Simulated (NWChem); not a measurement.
The numbers come from NWChem runs, not from measurements. System: benzotriazole (C6H5N3), charge 0, spin multiplicity 1, at a geometry optimised with PBE0/def2-SVP. Level: MP2/def2-SVP, 9 core orbitals frozen.

Output (cleaned and shortened):

```
             Northwest Computational Chemistry Package (NWChem) 7.3.0
             --------------------------------------------------------

                                NWChem Input Module
                                -------------------

 Scaling coordinates for geometry "geometry" by  1.889725989
 (inverse scale =  0.529177249)

 Turning off AUTOSYM since
 SYMMETRY directive was detected!

                             Geometry "geometry" -> ""
                             -------------------------

 Output coordinates in angstroms (scale by  1.889725989 to convert to a.u.)

  No.       Tag          Charge          X              Y              Z
 ---- ---------------- ---------- -------------- -------------- --------------
    1 C                    6.0000     0.28190400    -2.19742700     0.00000000
    2 C                    6.0000    -1.10366300    -1.91324600     0.00000000
    3 C                    6.0000    -1.58870700    -0.61531500     0.00000000
    4 C                    6.0000    -0.62728300     0.40414600     0.00000000
    5 N                    7.0000    -0.66488200     1.76336800     0.00000000
    6 N                    7.0000     0.57345600     2.28108900     0.00000000
    7 N                    7.0000     1.42871100     1.33176100     0.00000000
    8 C                    6.0000     0.75563200     0.13514900     0.00000000
    9 C                    6.0000     1.22676300    -1.18628500     0.00000000
   10 H                    1.0000     0.60594300    -3.24052000     0.00000000
   11 H                    1.0000    -1.81248200    -2.74480800     0.00000000
   12 H                    1.0000    -2.65996200    -0.40623800     0.00000000
   13 H                    1.0000    -1.46095900     2.38754800     0.00000000
   14 H                    1.0000     2.29858700    -1.39163800     0.00000000

 Effective nuclear repulsion energy (a.u.)     407.4096464358

            Nuclear Dipole moment (a.u.)
            ----------------------------
        X                 Y               Z
 ---------------- ---------------- ----------------
    -0.0000037795     0.0000037795     0.0000000000

      Symmetry information
      --------------------

 Group name             Cs
 Group number              2
 Group order               2
 No. of unique centers    14

      Symmetry unique atoms

     1    2    3    4    5    6    7    8    9   10   11   12   13   14


 Summary of "ao basis" -> "" (spherical)
[...]
    7 N    7     7.24   1.99  1.04  0.61  2.28  1.28  0.05
    8 C    6     5.96   1.99  0.91  0.13  2.07  0.80  0.07
    9 C    6     6.01   1.99  0.89  0.32  2.01  0.74  0.04
   10 H    1     0.95   0.76  0.17  0.03
   11 H    1     0.95   0.76  0.17  0.03
   12 H    1     0.96   0.76  0.18  0.03
   13 H    1     0.82   0.70  0.07  0.05
   14 H    1     0.94   0.75  0.17  0.03

       Multipole analysis of the density wrt the origin
       ------------------------------------------------

     L   x y z        total         open         nuclear
     -   - - -        -----         ----         -------
     0   0 0 0     -0.000000      0.000000     62.000000

     1   1 0 0     -1.472348      0.000000     -0.000004
     1   0 1 0     -0.682359      0.000000      0.000004
     1   0 0 1      0.000000      0.000000      0.000000

     2   2 0 0    -35.982438      0.000000    269.887334
     2   1 1 0     -6.647060      0.000000     60.178021
     2   1 0 1     -0.000000      0.000000      0.000000
     2   0 2 0    -37.227232      0.000000    568.449291
     2   0 1 1     -0.000000      0.000000      0.000000
     2   0 0 2    -41.190153      0.000000      0.000000

                   NWChem MP2 Semi-direct Energy/Gradient Module
                   ---------------------------------------------

  Basis functions       =    151
  Molecular orbitals    =    151
  Frozen core           =      9
  Frozen virtuals       =      0
  Active alpha occupied =     22
  Active beta occupied  =     22
  Active alpha virtual  =    120
  Active beta virtual   =    120
  Use MO symmetry       = T
  Use skeleton AO sym   = T

  AO/Fock/Back tols     =   1.0D-09  1.0D-09  1.0D-09

 GA uses MA = F    GA memory limited = T

 Available:
  local mem=  1.26D+08
 global mem=  1.44D+08
 local disk=  0.00D+00
  mp2_memr nvloc                   120
  nvloc new                   120
   1 passes of  22:        3145728                     113834                  96270721.
   1 passes of  22: M    126139450           G      144133598           F     122993722.

 Semi-direct pass number   1 of   1  for RHF alpha+beta  at        9.6s
  vrange nnbf                 10721
  mp2_eaftype                   367  avail_ma_in_mb                  1099
 EAF : mp2_eaftype filesize         367   48135361.
  mp2_eaf for mointskh                    367
Node 0 wrote    226.4 Mb in      0.1 s     Agg I/O rate:  2902.5 Mb/s
 Done moints_semi at       20.0s
  mp2_eaftype                   367  avail_ma_in_mb                   732
 EAF : mp2_eaftype filesize         367   48135361.
  mp2_eaf for kh                   367
 Done maket at       21.1s
 Done multipass loop at       21.1s

          -------------------------------------------
          SCF energy                -393.121555700712
          Correlation energy          -1.261962417235
          Singlet pairs               -0.744001655495
          Triplet pairs               -0.517960761740
          Total MP2 energy          -394.383518117946
          -------------------------------------------

          ---------------------------------------------------
                    Spin Component Scaled (SCS) MP2
          Same spin pairs                     -0.345307174493
          Same spin scaling factor             0.333333333333
          Opposite spin pairs                 -0.916655242741
          Opposite spin scaling fact.          1.200000000000
          SCS-MP2 correlation energy          -1.215088682787
          Total SCS-MP2 energy              -394.336644383499
          ---------------------------------------------------

 -----------------------
 Performance information
 -----------------------

 Timer overhead =  1.24D-07 seconds/call

               Nr. of calls         CPU time (s)                 Wall time (s)                GFlops
             ---------------    -------------------     ------------------------------   -------------------
Name         Min   Avg   Max    Min     Avg     Max     Min     Avg     Max   Mx/calls   Min     Max     Sum
mp2: moin     1     1     1    10.     10.     10.      10.     10.     10.     10.      0.0     0.0     0.0
mp2: make     1     1     1    1.1     1.1     1.1      1.1     1.1     1.1     1.1      0.0     0.0     0.0
mp2: tota     1     1     1    12.     12.     12.      12.     12.     12.     12.      0.0     0.0     0.0

 The average no. of pstat calls per process was 3.00D+00
 with a timing overhead of 3.73D-07s

 Task  times  cpu:       21.1s     wall:       21.1s

 Total times  cpu:       21.1s     wall:       21.1s
```

### Question
Write an NWChem input that would produce this output.

### Answer
This is not unique; one that fits is 
```
start mol
memory heap 200 mb stack 900 mb global 1100 mb
geometry units angstroms nocenter noautoz
  C      0.281904    -2.197427     0.000000
  C     -1.103663    -1.913246     0.000000
  C     -1.588707    -0.615315     0.000000
  C     -0.627283     0.404146     0.000000
  N     -0.664882     1.763368     0.000000
  N      0.573456     2.281089     0.000000
  N      1.428711     1.331761     0.000000
  C      0.755632     0.135149     0.000000
  C      1.226763    -1.186285     0.000000
  H      0.605943    -3.240520     0.000000
  H     -1.812482    -2.744808     0.000000
  H     -2.659962    -0.406238     0.000000
  H     -1.460959     2.387548     0.000000
  H      2.298587    -1.391638     0.000000
  symmetry group Cs
end
basis spherical
  * library def2-svp
end
scf
  rhf
  nopen 0
  maxiter 100
  thresh 1e-7
  semidirect memsize 60000000 filesize 0
end
mp2
  freeze core 9
end
task mp2 energy
```
